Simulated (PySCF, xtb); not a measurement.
C4H7FSi, SMILES C#CC[Si@@H](C)F.

GFN2-xTB in xtb at its own geometry gives an orbital gap of 5.67 eV and a dipole moment of 2.10 D.

Geometry: PBE0-D3(BJ)/def2-SVP. The structure was generated by enumeration; whether it is a known compound was not checked. Other conformers were not sampled.

Task: What does PySCF with PBE/def2-TZVP give? (An estimate is asked for; the answer gives what the named calculation found.)

Result: gap 6.05 eV (levels -6.29 and -0.24 eV), dipole 1.76 D.
